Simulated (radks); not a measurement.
Species: V IV. Configuration: [Ne] 3s1.75 3p6 3d2.25 (fractional occupations, a model configuration).

Method: Dirac Kohn-Sham, PBE, spin-unpolarised, spherical densities, point nucleus; open shells fill j = l - 1/2 first; computed with a radial shooting solver on a logarithmic mesh with Libxc functionals.

Energy parts (hartree):
part                       energy
total                  -946.53513
kinetic                 956.77152
electron-nucleus      -2229.24548
Hartree                 370.15310
exchange-correlation    -44.21427

Orbitals (lengths in bohr, moments of r in powers of bohr):
| orbital | occ. | eigenvalue (hartree) | <1/r> |
|---|---|---|---|
| 1s1/2 | 2 | -198.4323 | 22.84 |
| 2s1/2 | 2 | -23.45130 | 4.814 |
| 2p1/2 | 2 | -19.97067 | 4.749 |
| 2p3/2 | 4 | -19.70968 | 4.683 |
| 3s1/2 | 1.75 | -3.82770 | 1.506 |
| 3p1/2 | 2 | -2.87484 | 1.390 |
| 3p3/2 | 4 | -2.84293 | 1.376 |
| 3d3/2 | 2.25 | -1.37140 | 1.094 |
| 3d5/2 | 0 | -1.36827 | 1.091 |
| 4s1/2 | 0 | -1.02332 | 0.5301 |
| 4p1/2 | 0 | -0.80764 | 0.4675 |
| 4p3/2 | 0 | -0.80321 | 0.4648 |

The highest occupied level is 3d3/2 at -37.318 eV. The density falls to 0.001 e/bohr^3 at r = 2.82 bohr. Summed over all electrons, <r^2> = 13.32 bohr^2, which gives a Langevin (diamagnetic) susceptibility term of -10.6 x 10^-6 cm^3/mol.
